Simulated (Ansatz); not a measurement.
Si₃W. Total charge 0; triplet. Geometry PBE0-D4/def2-SVPD, that of the charge -1 doublet; atoms count from 1.

```xyz
4

W     0.968   -0.218   -0.706
Si   -1.140   -1.070   -0.794
Si    0.435   -0.299    1.520
Si   -0.262    1.587   -0.020
```

In the def2 sets W takes a core potential; there is no spin–orbit coupling. At PBE0-D4/def2-TZVPD a singlet of charge 0 lies 1.54 eV below the triplet at the same geometry. Another isomer (doublet) lies 0.05 eV lower at r2SCAN-D4/def2-TZVPD.

Estimate the Mulliken populations from the PBE0/def2-TZVPD orbitals of Ansatz.


```json
{"atom": "W1", "charge (e)": "0.27", "spin (α − β)": "1.39", "d electrons": "4.63"}
{"atom": "Si2", "charge (e)": "-0.04", "spin (α − β)": "0.09", "d electrons": "–"}
{"atom": "Si3", "charge (e)": "-0.11", "spin (α − β)": "0.26", "d electrons": "–"}
{"atom": "Si4", "charge (e)": "-0.11", "spin (α − β)": "0.26", "d electrons": "–"}
```
Mulliken values and Mayer orders depend strongly on the basis. With diffuse functions, as here, like atoms can get unlike values, and bond orders can come out too low or too high.

Where does the spin sit?

Summed by element: W 1.39, Si 0.61, of 2 unpaired in all. Largest on single atoms: W1 1.39, Si4 0.26, Si3 0.26.

And the Mayer bond orders between bonded heavy atoms (over 0.3)?

W1–Si2 1.92 (2.28 Å); W1–Si3 1.70 (2.29 Å); W1–Si4 1.70 (2.29 Å); Si3–Si4 0.78 (2.53 Å). Values over 0.3 also appear between atoms too far apart for a bond (Si2–Si3 0.30 at 2.90 Å; Si2–Si4 0.30 at 2.90 Å); they arise where an orbital or an unpaired electron spreads over both atoms.
